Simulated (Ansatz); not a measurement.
Reaction (formal exchange of groups at the Si–N bond): `CC(=O)N[SiH2]Cl` + `C=C=NC` → `C=C=N[SiH2]Cl` + `CNC(C)=O`

Isolated molecules relaxed with PBE0-D4/def2-TZVP in Ansatz; ΔE leaves out vibrations. CCSD(T)/CBS is the MP2 limit (def2-TZVPP, def2-QZVPP) plus CCSD(T) − MP2 in def2-TZVPP, frozen cores. DFT in def2-TZVPP. One conformer a species, not always the lowest.

```json
{"level": "r2SCAN-D4", "ΔE (kcal/mol)": "-2.5", "difference from CCSD(T)/CBS": "-1.3"}
{"level": "PBE0-D4", "ΔE (kcal/mol)": "-2.3", "difference from CCSD(T)/CBS": "-1.1"}
{"level": "ωB97X-V", "ΔE (kcal/mol)": "-1.8", "difference from CCSD(T)/CBS": "-0.6"}
{"level": "ωB97M-V", "ΔE (kcal/mol)": "-1.5", "difference from CCSD(T)/CBS": "-0.3"}
{"level": "B2PLYP", "ΔE (kcal/mol)": "-2.4", "difference from CCSD(T)/CBS": "-1.2"}
{"level": "PBE", "ΔE (kcal/mol)": "-2.3", "difference from CCSD(T)/CBS": "-1.1"}
{"level": "r2SCAN", "ΔE (kcal/mol)": "-2.5", "difference from CCSD(T)/CBS": "-1.3"}
{"level": "PBE0", "ΔE (kcal/mol)": "-2.5", "difference from CCSD(T)/CBS": "-1.3"}
{"level": "MP2/def2-TZVPP", "ΔE (kcal/mol)": "-1.7", "difference from CCSD(T)/CBS": "-0.5"}
{"level": "SCS-MP2/def2-TZVPP", "ΔE (kcal/mol)": "-1.5", "difference from CCSD(T)/CBS": "-0.3"}
{"level": "CCSD/def2-TZVPP", "ΔE (kcal/mol)": "-1.2", "difference from CCSD(T)/CBS": "0.0"}
{"level": "HF/def2-QZVPP", "ΔE (kcal/mol)": "-3.2", "difference from CCSD(T)/CBS": "-2.0"}
{"level": "SCS-MP2/def2-QZVPP", "ΔE (kcal/mol)": "-1.6", "difference from CCSD(T)/CBS": "-0.4"}
{"level": "HF/CBS(def2)", "ΔE (kcal/mol)": "-3.2", "difference from CCSD(T)/CBS": "-2.0"}
{"level": "MP2/CBS(def2)", "ΔE (kcal/mol)": "-1.9", "difference from CCSD(T)/CBS": "-0.7"}
{"level": "CCSD/CBS(def2)", "ΔE (kcal/mol)": "-1.4", "difference from CCSD(T)/CBS": "-0.2"}
{"level": "CCSD(T)/CBS", "ΔE (kcal/mol)": "-1.2", "difference from CCSD(T)/CBS": "0"}
```

Largest T1 diagnostic among the species: 0.014.

In def2-TZVPP, CCSD(T) changes the Hartree–Fock value by +2.1 kcal/mol (the triples alone add +0.2 kcal/mol) and MP2 by +1.4 kcal/mol.
